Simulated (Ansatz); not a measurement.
A run for Ansatz (a program for electronic structure): R-CCSD(T)/aug-cc-pVTZ on iminoborane (SMILES B=N), atoms moved off the minimum.

Ansatz 0.2 input:
```yaml
crystal:
  periodic: [false, false, false]
  atoms:
    - {symbol: B, position_ang: [0.05189603, -0.02945472, -0.78357697]}
    - {symbol: N, position_ang: [0.04624649, 0.03441591, 0.56047524]}
    - {symbol: H, position_ang: [0.07325313, 0.04624306, -1.81713379]}
    - {symbol: H, position_ang: [-0.00424879, 0.07508243, 1.39952193]}
basis:
  gaussian:
    orbitals: aug-cc-pVTZ
magnetization: {spin_polarized: false}
correlation: {method: ccsd_t, electrons: outside_noble_gas}
scf: {lower_state_search: off}
output: {forces: true}
```

Question: What total energy does the run end on?

Answer: -80.6063 hartree (reference determinant -80.2670, T1 diagnostic 0.021).

Question: How many basis functions does it have, and what does it roughly cost on one machine?

Answer: 138 functions; roughly 40 core-seconds.
